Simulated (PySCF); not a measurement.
Isomers of C8H14O2.

All values: PBE0/pcSseg-1 (PySCF) at GFN2-xTB geometries, gas phase, one conformer each.

(1) Rank by HOMO energy, highest first.
A. `[CH3:1][CH2:2]/[C:3]([CH3:4])=[C:5](/[CH3:6])[O:7][C:8]([CH3:9])=[O:10]` with C1–C2–C3–C4 76°, C3–C5–O7–C8 86°, C5–O7–C8–C9 -179°
B. `[CH3:1][O:2][CH2:3][C@@H:4]([CH3:5])[O:6][C@H:7]1[CH:8]=[CH:9][CH2:10]1` with C1–O2–C3–C4 177°, O2–C3–C4–C5 159°, C3–C4–O6–C7 69°, C4–O6–C7–C8 165°
C. `[CH2:1]=[CH:2][CH2:3][C:4](=[O:5])[O:6][C:7]([CH3:8])([CH3:9])[CH3:10]` with C1–C2–C3–C4 126°, C2–C3–C4–O5 15°, C3–C4–O6–C7 -179°
D. `[CH3:1][C:2](=[O:3])[O:4][CH:5]1[CH2:6][CH2:7][CH2:8][CH2:9][CH2:10]1` with C1–C2–O4–C5 -179°, C2–O4–C5–C6 -156°, O4–C5–C6–C7 -178°, C5–C6–C7–C8 57°, C6–C7–C8–C9 -58°, C7–C8–C9–C10 58°

(2) Rank by the lowest IAO charge on any atom, lowest value first.
A. `[CH3:1][O:2][CH2:3][C@@H:4]([CH3:5])[O:6][C@H:7]1[CH:8]=[CH:9][CH2:10]1` with C1–O2–C3–C4 177°, O2–C3–C4–C5 159°, C3–C4–O6–C7 69°, C4–O6–C7–C8 165°
B. `[CH3:1][CH2:2][C:3]1=[CH:4][C@@:5]([CH2:6][OH:7])([O:8][CH3:9])[CH2:10]1` with C1–C2–C3–C4 -115°, C4–C5–C6–O7 76°, C5–C6–O7–H 29°, C4–C5–O8–C9 165°
C. `[CH3:1][CH2:2]/[C:3]([CH3:4])=[C:5](/[CH3:6])[O:7][C:8]([CH3:9])=[O:10]` with C1–C2–C3–C4 76°, C3–C5–O7–C8 86°, C5–O7–C8–C9 -179°

(3) Rank by the highest Hirshfeld charge on any atom, highest value first.
A. `[CH3:1][O:2][CH2:3][C@@H:4]([CH3:5])[O:6][C@H:7]1[CH:8]=[CH:9][CH2:10]1` with C1–O2–C3–C4 177°, O2–C3–C4–C5 159°, C3–C4–O6–C7 69°, C4–O6–C7–C8 165°
B. `[CH3:1][CH2:2][CH2:3][CH2:4][C:5](=[O:6])[O:7][CH:8]1[CH2:9][CH2:10]1` with C1–C2–C3–C4 180°, C2–C3–C4–C5 171°, C3–C4–C5–O6 -28°, C4–C5–O7–C8 178°, C5–O7–C8–C9 144°
C. `[CH3:1][O:2][CH2:3][C@@H:4]1[CH2:5][CH2:6][CH2:7][CH2:8][C:9]1=[O:10]` with C1–O2–C3–C4 179°, O2–C3–C4–C5 -64°, C3–C4–C5–C6 -179°, C4–C5–C6–C7 58°, C5–C6–C7–C8 -58°, C6–C7–C8–C9 56°
D. `[CH3:1][CH2:2][C:3]1=[CH:4][C@@:5]([CH2:6][OH:7])([O:8][CH3:9])[CH2:10]1` with C1–C2–C3–C4 -115°, C4–C5–C6–O7 76°, C5–C6–O7–H 29°, C4–C5–O8–C9 165°

Results:

(1) A (-6.67 eV), B (-6.98 eV), C (-7.49 eV), D (-7.78 eV).

(2) B (-0.556 e), C (-0.477 e), A (-0.425 e).

(3) B (+0.218 e), C (+0.172 e), D (+0.141 e), A (+0.051 e).

All values together:

```csv
SMILES,μ (D),HOMO (eV),LUMO (eV),lowest IAO charge (e),highest IAO charge (e),lowest Hirshfeld charge (e),highest Hirshfeld charge (e)
C=CCC(=O)OC(C)(C)C,2.01,-7.49,0.42,-0.471 (O),+0.525 (C),-0.235 (O),+0.223 (C)
CC(=O)OC1CCCCC1,2.04,-7.78,0.55,-0.476 (C),+0.528 (C),-0.264 (O),+0.217 (C)
COC[C@@H](C)O[C@H]1C=CC1,1.81,-6.98,0.46,-0.425 (C),+0.157 (H),-0.138 (O),+0.051 (H)
CCCCC(=O)OC1CC1,1.84,-7.80,0.45,-0.470 (O),+0.526 (C),-0.254 (O),+0.218 (C)
CCC1=C[C@@](CO)(OC)C1,2.55,-7.02,0.37,-0.556 (O),+0.346 (H),-0.240 (O),+0.141 (H)
COC[C@@H]1CCCCC1=O,1.95,-7.04,-0.43,-0.416 (O),+0.388 (C),-0.231 (O),+0.172 (C)
CC/C(C)=C(/C)OC(C)=O,1.52,-6.67,0.36,-0.477 (C),+0.529 (C),-0.256 (O),+0.223 (C)
```

Conformers: `[CH2:1]=[CH:2][CH2:3][C:4](=[O:5])[O:6][C:7]([CH3:8])([CH3:9])[CH3:10]` with C1–C2–C3–C4 126°, C2–C3–C4–O5 15°, C3–C4–O6–C7 -179°; `[CH3:1][C:2](=[O:3])[O:4][CH:5]1[CH2:6][CH2:7][CH2:8][CH2:9][CH2:10]1` with C1–C2–O4–C5 -179°, C2–O4–C5–C6 -156°, O4–C5–C6–C7 -178°, C5–C6–C7–C8 57°, C6–C7–C8–C9 -58°, C7–C8–C9–C10 58°; `[CH3:1][O:2][CH2:3][C@@H:4]([CH3:5])[O:6][C@H:7]1[CH:8]=[CH:9][CH2:10]1` with C1–O2–C3–C4 177°, O2–C3–C4–C5 159°, C3–C4–O6–C7 69°, C4–O6–C7–C8 165°; `[CH3:1][CH2:2][CH2:3][CH2:4][C:5](=[O:6])[O:7][CH:8]1[CH2:9][CH2:10]1` with C1–C2–C3–C4 180°, C2–C3–C4–C5 171°, C3–C4–C5–O6 -28°, C4–C5–O7–C8 178°, C5–O7–C8–C9 144°; `[CH3:1][CH2:2][C:3]1=[CH:4][C@@:5]([CH2:6][OH:7])([O:8][CH3:9])[CH2:10]1` with C1–C2–C3–C4 -115°, C4–C5–C6–O7 76°, C5–C6–O7–H 29°, C4–C5–O8–C9 165°; `[CH3:1][O:2][CH2:3][C@@H:4]1[CH2:5][CH2:6][CH2:7][CH2:8][C:9]1=[O:10]` with C1–O2–C3–C4 179°, O2–C3–C4–C5 -64°, C3–C4–C5–C6 -179°, C4–C5–C6–C7 58°, C5–C6–C7–C8 -58°, C6–C7–C8–C9 56°; `[CH3:1][CH2:2]/[C:3]([CH3:4])=[C:5](/[CH3:6])[O:7][C:8]([CH3:9])=[O:10]` with C1–C2–C3–C4 76°, C3–C5–O7–C8 86°, C5–O7–C8–C9 -179°.
